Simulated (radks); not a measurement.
Q: Au, 79 electrons, occupied as [Xe] 4f14 5d10 6s1. All-electron calculation, scalar-relativistic Kohn-Sham, MS2 meta-GGA, spin-polarised, spherical densities, finite nucleus; open shells are filled with parallel spins first (spin-orbit coupling, left out, can overturn this in heavy ions); meta-GGA in the generalised Kohn-Sham scheme; Fermi nuclear charge, rms radius 5.4371 fm. Program: a radial shooting solver on a logarithmic mesh with Libxc functionals. Some entries of the table are withheld. Estimate them.

orbital  occ.  eigenvalue (Ry)  <r^2> (bohr^2)  <1/r> (bohr^-1)
1s up       1        -5938.485       0.0003931            95.73
1s down     1        -5938.484       0.0003931            95.73
2s up       1        -1048.534        0.005990            22.46
2s down     1        -1048.533        0.005990            22.46
2p up       3        -906.1828        0.005047            19.97
2p down     3        -906.1822        0.005047            19.97
3s up       1        -247.8709         0.03859            8.329
3s down     1        -247.8700         0.03859            8.329
3p up       3        -206.4507         0.03971            7.594
3p down     3        -206.4499         0.03971            7.594
3d up       5        -162.2382         0.03294            7.143
3d down     5        -162.2379         0.03294            7.143
4s down     1        -54.02720          0.1866            3.563
4s up       1        -54.02616          0.1866            3.563
4p down     3        -40.41803          0.2131            3.220
4p up       3        -40.41735          0.2131            3.220
4d up       5        -24.05832          0.2425            2.886
4d down     5        -24.05812          0.2425            2.886
5s down     1         -7.98815          0.9694            1.450
5s up       1         -7.97892          0.9684            1.452
4f up       7         -5.96242          0.3017            2.461
4f down     7         -5.96086          0.3017            2.461
5p down     3         -4.42353           1.303            1.232
5p up       3         -4.41415           1.307            1.232
5d up       5              (1)           3.231           0.8202
5d down     5              (2)           3.105           0.8324
6s up       1         -0.44425             (3)              (4)
6s down     0         -0.38072             (5)              (6)

A: 
(1) 5d up eigenvalue (Ry): -0.51377
(2) 5d down eigenvalue (Ry): -0.49562
(3) 6s up <r^2> (bohr^2): 9.394
(4) 6s up <1/r> (bohr^-1): 0.4435
(5) 6s down <r^2> (bohr^2): 9.552
(6) 6s down <1/r> (bohr^-1): 0.4433
